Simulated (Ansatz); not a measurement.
```yaml
crystal:
  periodic: [true, true, true]
  atoms:
    - {symbol: N, position_ang: [1.177307, -3.184206, 0.789525]}
    - {symbol: C, position_ang: [0.848870, -2.116605, 0.503531]}
    - {symbol: C, position_ang: [0.452099, -0.810426, 0.151732]}
    - {symbol: C, position_ang: [-0.778513, -0.231986, 0.342778]}
    - {symbol: C, position_ang: [-0.825176, 1.093148, -0.131266]}
    - {symbol: C, position_ang: [0.364117, 1.495870, -0.670750]}
    - {symbol: S, position_ang: [1.543708, 0.276395, -0.608315]}
    - {symbol: H, position_ang: [-1.604050, -0.753641, 0.806757]}
    - {symbol: H, position_ang: [-1.700632, 1.725361, -0.076934]}
    - {symbol: H, position_ang: [0.605269, 2.454889, -1.104057]}
basis:
  gaussian: {orbitals: def2-mTZVP}
magnetization: {spin_polarized: true, initial_magnetization: 0}
hamiltonian: {xc: {name: LC-wPBE}}
output: {forces: true}
```

```sh
$ ansatz run in.yaml --threads 4 --pin off --events-out ev --progress --plain --max-ram 10444MiB
```

Shortened log:

```
Error: YAML parse error: error: line 2 column 3: crystal: missing field `lattice` (a structure is typed as `lattice` and `atoms`, a molecule's as `atoms` in Å alone, or read from a run's directory, `checkpoint`)
 --> <input>:2:3
1 | crystal:
2 |   periodic: [true, true, true]
3 |   atoms:
4 |     - {symbol: N, position_ang: [1.177307, -3.184206, 0.789525]}
```

Problem. Something in this input is off. What?

Solution. The molecule is marked periodic without a cell. The input was rejected before any iteration.
